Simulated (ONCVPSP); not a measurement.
# What one change does to a pseudopotential (selenium (Se), ONCV)

ONCVPSP 4.0.1 input, shortened (lines: element, Z, core and valence counts, functional; n l f; lmax; l rc ep ncon nbas qcut; lloc lpopt rc5 dvloc0; l nproj debl; icmod fcfact rcfact), PBE, scalar-relativistic:

```
  Se 34.00    6    2        4      upf
    1    0    2.00
    2    0    2.00
    2    1    6.00
    3    0    2.00
    3    1    6.00
    3    2   10.00
    4    0    2.00
    4    1    4.00
    2
    0    1.45    0.00    5   10    4.90
    1    1.45    0.00    4    8    6.20
    2    1.90    0.10    4    8    5.20
    1    5    1.45    0.00
    0    3    3.30
    1    0    1.90
    2    2    2.30
    3    5.75    1.70
```

All-electron outer shells of the reference configuration (PBE, scalar-relativistic, ld1.x):

| shell | level (eV) | outermost node (bohr) | outermost maximum (bohr) |
| --- | --- | --- | --- |
| 3p | -152.98 | 0.21 | 0.50 |
| 3d | -53.12 | – | 0.45 |
| 4s | -17.29 | 0.70 | 1.51 |
| 4p | -6.51 | 0.74 | 1.82 |

Change: d: debl 0.65.

Cutoffs: the cutoffs (Ha) at which the residual kinetic energy of the hardest occupied pseudo-wave falls to 1 and 0.1 mHa per electron; they do not see the model core or the augmentation charge, which bear on the density cutoff. Errors are all-electron minus pseudo energies relative to the spin-unpolarised reference configuration.

Task: Predict the effect on cutoff, ghosts and configuration errors.

Result: The potential gets neither clearly harder nor softer (11 Ha and 28 Ha → 11 Ha and 28 Ha); the bound ghosts move from s to d, s; the errors of the 4 common tests hardly move.

| quantity | base | changed |
| --- | --- | --- |
| cutoff, loose | 11 Ha | 11 Ha |
| cutoff, tight | 28 Ha | 28 Ha |
| bound ghosts | s | s, d |
| GHOST(+) flags under 300 eV | d at 107.2 eV | none |
| error for 4s2 4p3, meV [ΔE 10.85 eV] | -28 | -28 |
| error for 4s2 4p2, meV [ΔE 31.19 eV] | -174 | -174 |
| error for 4s2 4p1, meV [ΔE 62.06 eV] | -561 | -561 |
| error for 4s2 4p3.5, meV [ΔE 4.31 eV] | -5.7 | -5.7 |
| s: phases at 1.47 bohr within 0.05 rad from the reference energy up to (Ha; the scan ends near 5) | to the end of the scan | to the end of the scan |
| p: phases at 1.47 bohr within 0.05 rad from the reference energy up to (Ha; the scan ends near 5) | 3.8 | 3.8 |
| d: phases at 1.93 bohr within 0.05 rad from the reference energy up to (Ha; the scan ends near 5) | 3.4 | 3.5 |
| rms error of d²Exc/dni dnj with the model core, mHa | 6.18 | 6.18 |

Base: The cutoffs count occupied waves only; projector 2 of the d channel, the hardest unoccupied one, needs 79 Ha at the loose tolerance. Changed file: The cutoffs count occupied waves only; projector 2 of the d channel, the hardest unoccupied one, needs 34 Ha at the loose tolerance. A true bound ghost makes a file unfit for plane-wave use even where its test errors are small: the radial tests pick states by their node count and pass the ghost by.
